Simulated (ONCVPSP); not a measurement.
**indium (In): one change to an ONCV potential, before and after**

In (Z = 49), optimised norm-conserving Vanderbilt (ONCV), made with ONCVPSP 4.0.1 (BLYP, fully relativistic). Core [Ar] 3d10, reference 4s2 4p6 4d10 5s1.5 5p1.5. Waves: 4s+5s: rc 1.55 bohr, ncon 4, nbas 7, qcut 7.4 1/bohr, 2 projectors; 4p+5p: rc 1.25 bohr, ncon 4, nbas 7, qcut 11.4 1/bohr, 2 projectors; 4d: rc 1.35 bohr, ncon 3, nbas 8, qcut 9.9 1/bohr, 2 projectors, debl 1.5 Ha. Local part: polynomial inside 1.15 bohr (lpopt 5, dvloc0 4 Ha). Core correction: none.

Open shells are filled in proportion to 2j + 1.

All-electron outer shells of the reference configuration (BLYP, scalar-relativistic, ld1.x):

```json
{"shell": "3p", "level (eV)": "-649.82", "outermost node (bohr)": "0.14", "outermost maximum (bohr)": "0.31"}
{"shell": "3d", "level (eV)": "-433.47", "outermost node (bohr)": "–", "outermost maximum (bohr)": "0.26"}
{"shell": "4s", "level (eV)": "-120.27", "outermost node (bohr)": "0.41", "outermost maximum (bohr)": "0.77"}
{"shell": "4p", "level (eV)": "-78.74", "outermost node (bohr)": "0.42", "outermost maximum (bohr)": "0.82"}
{"shell": "4d", "level (eV)": "-19.24", "outermost node (bohr)": "0.40", "outermost maximum (bohr)": "0.94"}
{"shell": "5s", "level (eV)": "-8.67", "outermost node (bohr)": "1.02", "outermost maximum (bohr)": "2.13"}
{"shell": "5p", "level (eV)": "-2.81", "outermost node (bohr)": "1.14", "outermost maximum (bohr)": "2.81"}
```

Change: all radii scaled by about 1.11 (s 1.72, p 1.38, d 1.50 bohr); local potential polynomial inside 1.28 bohr (lpopt 5, dvloc0 4 Ha).

Cutoffs: the cutoffs (Ha) at which the residual kinetic energy of the hardest occupied pseudo-wave falls to 1 and 0.1 mHa per electron; they do not see the model core or the augmentation charge, which bear on the density cutoff. Errors are all-electron minus pseudo energies relative to the spin-unpolarised reference configuration.

What does the change do?

The potential gets softer (43 Ha and 52 Ha → 35 Ha and 45 Ha); the errors of the 4 common tests hardly move; neither file shows a bound ghost. A larger radius leaves more room for a smooth pseudo-wave, so fewer plane waves are needed.

```csv
quantity,base,changed
"cutoff, loose",43 Ha,35 Ha
"cutoff, tight",52 Ha,45 Ha
loose cutoff by channel,"s 20 Ha, p 43 Ha, d 37 Ha","s 17 Ha, p 35 Ha, d 35 Ha"
bound ghosts,none,none
GHOST(+) flags under 300 eV,none,none
"error for 4s2 4p6 4d10 5s2 5p1, meV [ΔE -2.89 eV]",0.0,0.0
"error for 4s2 4p6 4d10 5s2 5p0, meV [ΔE 2.48 eV]",+0.4,+0.4
"error for 4s2 4p6 4d10 5s1 5p0, meV [ΔE 21.80 eV]",+0.5,+0.3
"error for 4s2 4p6 4d10 5s1 5p1, meV [ΔE 9.05 eV]",+0.1,0.0
```
